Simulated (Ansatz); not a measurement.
System: HgCl$_{2}$, charge 0, multiplicity 3. The spin state was set by rule; other spins were not relaxed. 
Structure (B3LYP-D3(BJ)/def2-TZVP (Ansatz, a quantum-chemistry and plane-wave program) minimum search):
```xyz
3

Hg    -0.4527     0.3650    -0.3498
Cl     2.0150    -0.6096    -0.1461
Cl     0.1155    -1.1083     1.7921
```
Charge 0, spin multiplicity 3.

Basis-set convergence of Hartree-Fock and CCSD(T) correlation energies (hartree) with Ansatz. Correlated levels leave the core frozen unless marked. UHF or UKS for open shells. No spin-orbit coupling. The frozen core is the preceding noble-gas configuration, with the filled d and f shells of earlier blocks. In def2 rows, elements after Kr have scalar-relativistic effective core potentials.

```csv
basis,functions,E(HF),"E(corr, CCSD(T))"
def2-SVPD,89,-1071.21580,-0.59783
def2-TZVPPD,164,[?],[?]
```

**Question.** What belongs in the gaps?

**Answer.** 
- def2-TZVPPD, E(HF): -1071.51853
- def2-TZVPPD, E(corr, CCSD(T)): -0.82477
